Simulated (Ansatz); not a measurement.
Ansatz (a program for electronic structure) input (B3LYP/6-31G*):

Ansatz 0.2 input:
```yaml
crystal:
  periodic: [false, false, false]
  atoms:
    - {symbol: C, position_ang: [-0.37007681, 1.59220909, -0.10636107]}
    - {symbol: B, position_ang: [-0.48301824, 0.14042271, -0.06174896]}
    - {symbol: C, position_ang: [-1.86884894, -0.68781194, -0.18994563]}
    - {symbol: O, position_ang: [0.63019220, -0.78297798, 0.10441936]}
    - {symbol: C, position_ang: [1.89472102, -0.22451698, 0.22924167]}
    - {symbol: H, position_ang: [-1.24924925, 2.23449725, -0.23413507]}
    - {symbol: H, position_ang: [0.55669486, 2.17075527, -0.02161087]}
    - {symbol: H, position_ang: [-2.73582487, -0.02311533, -0.31719275]}
    - {symbol: H, position_ang: [-1.86547574, -1.38508203, -1.04683492]}
    - {symbol: H, position_ang: [-2.06822672, -1.31572681, 0.69686193]}
    - {symbol: H, position_ang: [2.18101354, 0.38037643, -0.65276343]}
    - {symbol: H, position_ang: [1.97683775, 0.45021905, 1.10318707]}
    - {symbol: H, position_ang: [2.64301239, -1.02949455, 0.34826821]}
basis:
  gaussian:
    orbitals: 6-31G*
hamiltonian:
  xc: {name: B3LYP}
total_charge: -1
phonons: {temperatures: {t_min: 298.15, t_max: 298.15, t_step: 100}}
```

Output:

```
Functional definition: B3LYP
integrals: 0.05 GiB planned
1069 factors; integrals over basis functions are off by at most 4.3e-4 eV
mean field: 0.34 GiB planned
mean field evaluation 1: about -5959.1359 eV, gradient 5.1e1 eV
mean field evaluation 2: about -5954.2251 eV, gradient 6.3e1 eV
mean field evaluation 4: about -5965.4835 eV, gradient 3.8e0 eV
mean field evaluation 8: about -5965.5346 eV, gradient 3.5e-2 eV
mean field evaluation 16: about -5965.5346 eV, gradient 4.7e-5 eV
mean field -5965.53456799 eV, -219.2293517890 hartree, gradient 4.7e-5 eV, S^2 0.000000; 0 other end points of the search recorded, 0 dependent functions left out
the calculation of the forces begins
reference -5965.53481071 eV, -219.2293607090 hartree; 20, 20 occupied and 71, 71 virtual orbitals, 1069 factors
these checks for a lower state are left out or cut short: stability, starts, cluster_reference, orbital_swaps, neighbouring_geometries, increment
integrals: 0.05 GiB planned
1069 factors; integrals over basis functions are off by at most 4.2e-4 eV
mean field: 0.34 GiB planned
mean field -5965.53440693 eV, -219.2293458704 hartree, gradient 1.9e-6 eV, S^2 0.000000; 0 other end points of the search recorded, 0 dependent functions left out
the calculation of the forces begins
reference -5965.53464967 eV, -219.2293547908 hartree; 20, 20 occupied and 71, 71 virtual orbitals, 1069 factors
these checks for a lower state are left out or cut short: stability, starts, cluster_reference, orbital_swaps, neighbouring_geometries, increment
integrals: 0.05 GiB planned
1069 factors; integrals over basis functions are off by at most 4.3e-4 eV
mean field: 0.34 GiB planned
mean field -5965.53440806 eV, -219.2293459119 hartree, gradient 1.3e-6 eV, S^2 0.000000; 0 other end points of the search recorded, 0 dependent functions left out
the calculation of the forces begins
reference -5965.53465078 eV, -219.2293548315 hartree; 20, 20 occupied and 71, 71 virtual orbitals, 1069 factors
these checks for a lower state are left out or cut short: stability, starts, cluster_reference, orbital_swaps, neighbouring_geometries, increment
integrals: 0.05 GiB planned
1069 factors; integrals over basis functions are off by at most 4.2e-4 eV
mean field: 0.34 GiB planned
mean field evaluation 32: about -5965.5344 eV, gradient 1.1e-1 eV
mean field -5965.53446396 eV, -219.2293479660 hartree, gradient 2.8e-6 eV, S^2 0.000000; 0 other end points of the search recorded, 0 dependent functions left out
the calculation of the forces begins
reference -5965.53470663 eV, -219.2293568840 hartree; 20, 20 occupied and 71, 71 virtual orbitals, 1069 factors
these checks for a lower state are left out or cut short: stability, starts, cluster_reference, orbital_swaps, neighbouring_geometries, increment
integrals: 0.05 GiB planned
1069 factors; integrals over basis functions are off by at most 4.3e-4 eV
mean field: 0.34 GiB planned
mean field -5965.53446322 eV, -219.2293479390 hartree, gradient 2.9e-6 eV, S^2 0.000000; 0 other end points of the search recorded, 0 dependent functions left out
the calculation of the forces begins
reference -5965.53470600 eV, -219.2293568610 hartree; 20, 20 occupied and 71, 71 virtual orbitals, 1069 factors
these checks for a lower state are left out or cut short: stability, starts, cluster_reference, orbital_swaps, neighbouring_geometries, increment
integrals: 0.05 GiB planned
1069 factors; integrals over basis functions are off by at most 4.3e-4 eV
mean field: 0.34 GiB planned
mean field -5965.53445109 eV, -219.2293474932 hartree, gradient 9.2e-7 eV, S^2 0.000000; 0 other end points of the search recorded, 0 dependent functions left out
the calculation of the forces begins
reference -5965.53469381 eV, -219.2293564130 hartree; 20, 20 occupied and 71, 71 virtual orbitals, 1069 factors
these checks for a lower state are left out or cut short: stability, starts, cluster_reference, orbital_swaps, neighbouring_geometries, increment
integrals: 0.05 GiB planned
1069 factors; integrals over basis functions are off by at most 4.2e-4 eV
mean field: 0.34 GiB planned
mean field -5965.53445250 eV, -219.2293475448 hartree, gradient 1.7e-6 eV, S^2 0.000000; 0 other end points of the search recorded, 0 dependent functions left out
the calculation of the forces begins
reference -5965.53469523 eV, -219.2293564650 hartree; 20, 20 occupied and 71, 71 virtual orbitals, 1069 factors
these checks for a lower state are left out or cut short: stability, starts, cluster_reference, orbital_swaps, neighbouring_geometries, increment
integrals: 0.05 GiB planned
1069 factors; integrals over basis functions are off by at most 4.2e-4 eV
mean field: 0.34 GiB planned
mean field -5965.53446111 eV, -219.2293478611 hartree, gradient 1.2e-6 eV, S^2 0.000000; 0 other end points of the search recorded, 0 dependent functions left out
[...]
mean field: 0.34 GiB planned
mean field -5965.53450399 eV, -219.2293494370 hartree, gradient 1.2e-6 eV, S^2 0.000000; 0 other end points of the search recorded, 0 dependent functions left out
the calculation of the forces begins
reference -5965.53474667 eV, -219.2293583556 hartree; 20, 20 occupied and 71, 71 virtual orbitals, 1069 factors
these checks for a lower state are left out or cut short: stability, starts, cluster_reference, orbital_swaps, neighbouring_geometries, increment
integrals: 0.05 GiB planned
1069 factors; integrals over basis functions are off by at most 4.3e-4 eV
mean field: 0.34 GiB planned
mean field evaluation 256: about -5965.5345 eV, gradient 7.1e-2 eV
mean field -5965.53450418 eV, -219.2293494442 hartree, gradient 1.4e-6 eV, S^2 0.000000; 0 other end points of the search recorded, 0 dependent functions left out
the calculation of the forces begins
reference -5965.53474695 eV, -219.2293583658 hartree; 20, 20 occupied and 71, 71 virtual orbitals, 1069 factors
these checks for a lower state are left out or cut short: stability, starts, cluster_reference, orbital_swaps, neighbouring_geometries, increment
integrals: 0.05 GiB planned
1069 factors; integrals over basis functions are off by at most 4.3e-4 eV
mean field: 0.34 GiB planned
mean field -5965.53454671 eV, -219.2293510070 hartree, gradient 2.0e-6 eV, S^2 0.000000; 0 other end points of the search recorded, 0 dependent functions left out
the calculation of the forces begins
reference -5965.53478947 eV, -219.2293599284 hartree; 20, 20 occupied and 71, 71 virtual orbitals, 1069 factors
these checks for a lower state are left out or cut short: stability, starts, cluster_reference, orbital_swaps, neighbouring_geometries, increment
integrals: 0.05 GiB planned
1069 factors; integrals over basis functions are off by at most 4.3e-4 eV
mean field: 0.34 GiB planned
mean field -5965.53454614 eV, -219.2293509862 hartree, gradient 1.3e-6 eV, S^2 0.000000; 0 other end points of the search recorded, 0 dependent functions left out
the calculation of the forces begins
reference -5965.53478883 eV, -219.2293599049 hartree; 20, 20 occupied and 71, 71 virtual orbitals, 1069 factors
these checks for a lower state are left out or cut short: stability, starts, cluster_reference, orbital_swaps, neighbouring_geometries, increment
integrals: 0.05 GiB planned
1069 factors; integrals over basis functions are off by at most 4.3e-4 eV
mean field: 0.34 GiB planned
mean field -5965.53452987 eV, -219.2293503881 hartree, gradient 2.8e-6 eV, S^2 0.000000; 0 other end points of the search recorded, 0 dependent functions left out
the calculation of the forces begins
reference -5965.53477260 eV, -219.2293593084 hartree; 20, 20 occupied and 71, 71 virtual orbitals, 1069 factors
these checks for a lower state are left out or cut short: stability, starts, cluster_reference, orbital_swaps, neighbouring_geometries, increment
integrals: 0.05 GiB planned
1069 factors; integrals over basis functions are off by at most 4.3e-4 eV
mean field: 0.34 GiB planned
mean field -5965.53452956 eV, -219.2293503767 hartree, gradient 2.3e-6 eV, S^2 0.000000; 0 other end points of the search recorded, 0 dependent functions left out
the calculation of the forces begins
reference -5965.53477227 eV, -219.2293592964 hartree; 20, 20 occupied and 71, 71 virtual orbitals, 1069 factors
these checks for a lower state are left out or cut short: stability, starts, cluster_reference, orbital_swaps, neighbouring_geometries, increment
integrals: 0.05 GiB planned
1069 factors; integrals over basis functions are off by at most 4.3e-4 eV
mean field: 0.34 GiB planned
mean field evaluation 288: about -5965.5345 eV, gradient 7.3e-5 eV
mean field -5965.53450060 eV, -219.2293493125 hartree, gradient 1.7e-6 eV, S^2 0.000000; 0 other end points of the search recorded, 0 dependent functions left out
the calculation of the forces begins
reference -5965.53474330 eV, -219.2293582318 hartree; 20, 20 occupied and 71, 71 virtual orbitals, 1069 factors
these checks for a lower state are left out or cut short: stability, starts, cluster_reference, orbital_swaps, neighbouring_geometries, increment
integrals: 0.05 GiB planned
1069 factors; integrals over basis functions are off by at most 4.3e-4 eV
mean field: 0.34 GiB planned
mean field -5965.53450200 eV, -219.2293493641 hartree, gradient 1.2e-6 eV, S^2 0.000000; 0 other end points of the search recorded, 0 dependent functions left out
the calculation of the forces begins
reference -5965.53474475 eV, -219.2293582849 hartree; 20, 20 occupied and 71, 71 virtual orbitals, 1069 factors
these checks for a lower state are left out or cut short: stability, starts, cluster_reference, orbital_swaps, neighbouring_geometries, increment
integrals: 0.05 GiB planned
1069 factors; integrals over basis functions are off by at most 4.3e-4 eV
mean field: 0.34 GiB planned
mean field -5965.53451519 eV, -219.2293498486 hartree, gradient 1.0e-6 eV, S^2 0.000000; 0 other end points of the search recorded, 0 dependent functions left out
the calculation of the forces begins
reference -5965.53475795 eV, -219.2293587701 hartree; 20, 20 occupied and 71, 71 virtual orbitals, 1069 factors
these checks for a lower state are left out or cut short: stability, starts, cluster_reference, orbital_swaps, neighbouring_geometries, increment
integrals: 0.05 GiB planned
1069 factors; integrals over basis functions are off by at most 4.3e-4 eV
mean field: 0.34 GiB planned
mean field -5965.53451497 eV, -219.2293498408 hartree, gradient 1.7e-6 eV, S^2 0.000000; 0 other end points of the search recorded, 0 dependent functions left out
the calculation of the forces begins
reference -5965.53475766 eV, -219.2293587593 hartree; 20, 20 occupied and 71, 71 virtual orbitals, 1069 factors
these checks for a lower state are left out or cut short: stability, starts, cluster_reference, orbital_swaps, neighbouring_geometries, increment
integrals: 0.05 GiB planned
1069 factors; integrals over basis functions are off by at most 4.3e-4 eV
mean field: 0.34 GiB planned
mean field -5965.53453042 eV, -219.2293504086 hartree, gradient 1.3e-6 eV, S^2 0.000000; 0 other end points of the search recorded, 0 dependent functions left out
the calculation of the forces begins
reference -5965.53477311 eV, -219.2293593272 hartree; 20, 20 occupied and 71, 71 virtual orbitals, 1069 factors
these checks for a lower state are left out or cut short: stability, starts, cluster_reference, orbital_swaps, neighbouring_geometries, increment
integrals: 0.05 GiB planned
1069 factors; integrals over basis functions are off by at most 4.3e-4 eV
mean field: 0.34 GiB planned
mean field evaluation 320: about -5965.5345 eV, gradient 2.6e-5 eV
mean field -5965.53453001 eV, -219.2293503935 hartree, gradient 1.7e-6 eV, S^2 0.000000; 0 other end points of the search recorded, 0 dependent functions left out
the calculation of the forces begins
reference -5965.53477278 eV, -219.2293593150 hartree; 20, 20 occupied and 71, 71 virtual orbitals, 1069 factors
Total energy: -5965.53481071 eV, -219.2293607090 hartree
Atom 0 at    -0.370077     1.592209    -0.106361 Å, force    -0.000198     0.000090    -0.000027 eV/Å
Atom 1 at    -0.483018     0.140423    -0.061749 Å, force    -0.000274    -0.000113    -0.000027 eV/Å
Atom 2 at    -1.868849    -0.687812    -0.189946 Å, force     0.000556     0.000471     0.000046 eV/Å
Atom 3 at     0.630192    -0.782978     0.104419 Å, force    -0.000702    -0.000340    -0.000068 eV/Å
Atom 4 at     1.894721    -0.224517     0.229242 Å, force     0.000361    -0.000173     0.000049 eV/Å
Atom 5 at    -1.249249     2.234497    -0.234135 Å, force     0.000133    -0.000279     0.000027 eV/Å
Atom 6 at     0.556695     2.170755    -0.021611 Å, force     0.000013     0.000274    -0.000009 eV/Å
Atom 7 at    -2.735825    -0.023115    -0.317193 Å, force    -0.000160     0.000069    -0.000021 eV/Å
Atom 8 at    -1.865476    -1.385082    -1.046835 Å, force     0.000029    -0.000133     0.000034 eV/Å
Atom 9 at    -2.068227    -1.315727     0.696862 Å, force     0.000034    -0.000135    -0.000016 eV/Å
Atom 10 at     2.181014     0.380376    -0.652763 Å, force     0.000131     0.000063    -0.000210 eV/Å
Atom 11 at     1.976838     0.450219     1.103187 Å, force     0.000080     0.000080     0.000228 eV/Å
Atom 12 at     2.643012    -1.029495     0.348268 Å, force    -0.000002     0.000125    -0.000005 eV/Å
Dipole moment:     0.394834    -0.386010     0.061263 e Å
Vibrations: 137.02 149.56 194.68 248.93 309.48 446.21 448.05 572.73 638.32 707.66 797.34 847.13 917.03 1097.48 1175.16 1196.66 1224.10 1313.10 1353.02 1498.48 1498.77 1503.51 1510.60 1537.70 1542.69 2925.04 2946.18 2957.86 2973.62 2988.70 3049.76 3053.78 3088.72 cm⁻¹, zero-point energy 2.904272 eV
```

The blocks after the first are displaced geometries, from whose forces the wavenumbers follow.

The dipole moment of an ion depends on the origin.
